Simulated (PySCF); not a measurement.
What does the GFN2-xTB structure of `NC1=CC=CC=C1F` look like in three dimensions?

Z-matrix in Å and degrees, rows numbered from 1:
```
N 
C   1  1.3744
C   2  1.3952  1  122.11
C   3  1.3818  2  120.96  1   176.37
C   4  1.3844  3  120.73  2     0.07
C   5  1.3856  4  119.56  3     0.20
C   6  1.3764  5  119.15  4    -0.21
F   7  1.3624  2  117.99  1     4.36
H   1  1.0071  2  116.42  3   164.87
H   1  1.0058  2  117.06  3    21.95
H   3  1.0803  2  118.65  1    -3.51
H   4  1.0796  3  119.39  2   179.86
H   5  1.0783  4  120.50  3  -179.91
H   6  1.0783  5  121.56  4   179.64
```

The 6-membered ring C2–C3–C4–C5–C6–C7 has internal angles of 116.9° to 122.7°; it is planar, 0.00 Å rms from its mean plane, widest ring torsion 0°. Of the pairs four or more bonds apart, F8···H9 is among the closest relative to their van der Waals radii: 2.39 Å, 89 % of the sum of Bondi's values. The 6 C–C bonds span 1.376 Å (C6–C7, aromatic) to 1.398 Å (C2–C7, aromatic), a spread of 0.022 Å. N1 (aniline-type nitrogen) has angles 117.1°, 116.4° and 115.7°, sum 349.2°, 0.21 Å off the plane of its three neighbours.

The geometry is computed with GFN2-xTB (gas phase).

Point group: near Cs, missed by 0.31 Å at most; the miss may be what the optimiser left on a soft mode. No GFN2-xTB frequencies stand behind this structure, so it isn't proved a minimum.
